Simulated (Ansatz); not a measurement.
Saddle point of ZnH₄SeO, closed shell (ZnH₂O ([OH][ZnH]) + H₂Se → ZnH₂SeO ([OH][Zn][SeH]) + H₂; bonds formed: H2–H4; dative contacts that become bonds: Zn1–Se5; bonds broken: Zn1–H2, H4–Se5), PBE0-D4/def2-TZVP structure:

```xyz
7
angstrom
Zn 0.0449 -0.4784 0.2504
H 0.2604 0.7007 1.4400
O 0.3394 -2.1524 -0.2996
H -0.3525 1.2559 0.6565
Se -1.2099 1.4761 -0.8745
H 0.8531 -2.6810 0.3142
H 0.0647 1.8791 -1.4870
```

Energies are electronic, without zero-point energy. Barriers and step energies count from the start structure reached by relaxing down the imaginary mode; all methods use the PBE0-D4 structures, on which another method's saddle can fall below an end. Ansatz 0.2.0; basis: def2-TZVPP, with def2-QZVPP for the basis limit; cores frozen in the correlated methods. The 3s and 3p shells of Cu and Zn are frozen; filled d shells are correlated. The def2 sets are not built for correlating such inner shells, so the correlated values are less sure here. B3LYP uses VWN-RPA correlation. Extrapolation: Hartree–Fock as exp(−7.88 √X), correlation as X^−2.97.

```csv
method,barrier (kJ/mol),step energy (kJ/mol)
SPW92,68.2,-29.1
PBE-D4,77.6,-52.3
BLYP-D4,92.1,-54.7
r2SCAN-D4,?,-53.5
B97M-V,97.2,-42.3
PBE0-D4,87.1,-55.1
B3LYP-D4,98.9,-55.7
r2SCAN0-D4,90.6,-56.2
BHLYP-D4,?,-57.8
CAM-B3LYP-D4,108.1,-50.7
wB97X-V,108.3,-54.6
wB97M-V,108.1,-53.8
B2PLYP,101.1,-60.8
PBE-QIDH,95.8,-59.9
RPA on PBE,105.6,-52.2
HF,?,-72.7
MP2,102.0,-63.6
CCSD,111.5,-56.3
CCSD(T),104.5,-55.8
```

Task: Fill in the withheld barriers. (To be estimated.)

Result: Computed: BHLYP-D4 110.9; r2SCAN-D4 83.2; HF 133.7 kJ/mol. Each is the energy of the saddle less that of the start structure, by the same method.

For comparison, the barrier by CCSD(T) at an estimated basis limit (MP2 extrapolated from triple and quadruple zeta, plus CCSD(T) − MP2 in triple zeta) is 98.7 kJ/mol.

The T1 diagnostic stays at or below 0.015.

Exchanges of this kind with a chalcogen hydride build sulfide and selenide films.

Labels in which every atom is bracketed show which atoms are joined, not bond orders.

For scale, one of the runs: CCSD(T)/def2-TZVPP, 199 basis functions, launched by `ansatz run in.yaml --threads 4 --pin off --events-out ev --progress --plain --max-ram 9574MiB`. The run took 99 s on 4 CPU threads of an Arm Neoverse V1 (shared host), with 2.5 GiB of host memory at its peak.
